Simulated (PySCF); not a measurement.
Input of a run (PBE0-D3(BJ)/def2-SVP geometry optimisation, gas phase (PySCF 2.14.0)), started from GFN2-xTB:
```
{"job": {"xc": "PBE0", "basis": "def2-SVP", "d3": "d3bj", "grid": 2, "kind": "geom"}, "charge": 0, "multiplicity": 1}
C      2.613423    -0.140233    -0.742723
S      1.694397    -0.657912     0.738021
O      1.750624    -2.090590     0.824808
O      2.161216     0.116023     1.854429
C      0.004211    -0.169427     0.365913
C     -0.835514    -1.074906    -0.254249
C     -2.135929    -0.705466    -0.550913
C     -2.552512     0.572093    -0.211966
F     -3.812986     0.939060    -0.501592
C     -1.719457     1.484211     0.416503
C     -0.421726     1.100267     0.707066
H      2.180293    -0.640095    -1.599032
H      3.645609    -0.440243    -0.609902
H      2.537545     0.935515    -0.829822
H     -0.464372    -2.062659    -0.477321
H     -2.824483    -1.385052    -1.027162
H     -2.091720     2.463236     0.672882
H      0.262623     1.762494     1.213406
```

Output (energies in Eh, forces in Eh/bohr):
```
step   0  E = -918.16713278  max force = 0.032038
step   1  E = -918.17123009  max force = 0.004838
step   2  E = -918.17134113  max force = 0.001768
step   3  E = -918.17135477  max force = 0.000576
step   4  E = -918.17135720  max force = 0.000383
optimisation converged
```

Q: Summarise the run.

A: The energy falls by 2.7 kcal/mol over 5 energy and gradient evaluations, the largest force component goes from 0.0320 to 3.8e-04 Eh/bohr, and the atoms move by 0.037 Å rms after alignment. The bond that changes most is C1–S2 (S-methyl carbon to sulfonyl sulfur), which shortens by 0.032 Å. Bonds longer at the end by more than 0.005 Å: 15 of 18; shorter: 3. Among the angles that change most is O3–S2–O4, from 118.5° to 121.5°. The energy never rose by more than 1e-6 Eh on the way. The first step brought 97 % of the lowering.

Q: What are the final bond lengths?

A: C1–S2 1.786 Å, S2=O3 1.461 Å, S2=O4 1.460 Å, S2–C5 1.781 Å, C5–C6 1.394 Å, C6–C7 1.391 Å, C7–C8 1.392 Å, C8–F9 1.327 Å, C8–C10 1.392 Å, C10–C11 1.391 Å, C5–C11 1.394 Å, C1–H12 1.097 Å, C1–H13 1.099 Å, C1–H14 1.097 Å, C6–H15 1.092 Å, C7–H16 1.091 Å, C10–H17 1.091 Å, C11–H18 1.092 Å. Numbering counts from 1 in the input's order; the species is `CS(=O)(=O)C1=CC=C(F)C=C1` (4-fluorophenyl methyl sulfone).

The run used 193 basis functions and 40 SCF cycles in all. The run took 91 s on one thread, Arm Neoverse V2 (aarch64) (shared host), and the process peaked at 0.95 GiB of memory.

No frequency check. One conformer, not necessarily the lowest.

The values belong to the conformer `[CH3:1][S:2](=[O:3])(=[O:4])[c:5]1[cH:6][cH:7][c:8]([F:9])[cH:10][cH:11]1`: C1–S2–C5–C6 91°.
